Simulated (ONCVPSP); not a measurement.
Building the ONCV potential for magnesium (PW91, scalar-relativistic).

| Property | Result |
| --- | --- |
| Element | magnesium (Mg) |
| Generator | ONCVPSP 4.0.1 |
| Type | optimised norm-conserving Vanderbilt (ONCV) |
| Functional | PW91 |
| Relativity | scalar-relativistic |
| Frozen core | [He] |
| Valence charge | 10 |
| Reference configuration | 2s2 2p6 3s1 (charge +1) |
| Partial waves | 2s+3s: rc 1.00 bohr, ncon 3, nbas 7, qcut 15.4 1/bohr, 3 projectors, debl 1.6 Ha; 2p: rc 0.65 bohr, ncon 4, nbas 7, qcut 26.3 1/bohr, 2 projectors, debl 3.2 Ha |
| Local potential | polynomial inside 0.60 bohr (lpopt 5, dvloc0 2 Ha) |
| Core correction | none |

All-electron outer shells of the reference configuration (PW91, scalar-relativistic, ld1.x):

| shell | level (eV) | outermost node (bohr) | outermost maximum (bohr) |
| --- | --- | --- | --- |
| 1s | -1269.55 | – | 0.09 |
| 2s | -88.99 | 0.18 | 0.54 |
| 2p | -55.83 | – | 0.48 |
| 3s | -11.40 | 0.89 | 2.38 |

**Question.** Does the generator finish with these settings?

**Answer.** Yes, a potential is produced and its reference levels are reproduced.

**Question.** Estimate the cutoffs (Ha) at which the residual kinetic energy of the hardest occupied pseudo-wave falls to 1 and 0.1 mHa per electron.

**Answer.** 189 Ha and 227 Ha.

**Question.** Does the potential have ghost states?

**Answer.** No bound ghost flagged; no localised positive-energy state flagged.

**Question.** Which valence shell sets the plane-wave cutoff?

**Answer.** 2p: 189 Ha for 1 mHa per electron, against 62 Ha for 2s.

**Question.** Tests: 2s2 2p6 3s2; 2s2 2p6 3s0; 2s2 2p6 3s1.5; 2s1 2p6 3s2. Which has the largest error in its energy relative to the reference configuration, and how large is it?

**Answer.** 2s1 2p6 3s2, with -39 meV (all-electron minus pseudo) on +83.54 eV.
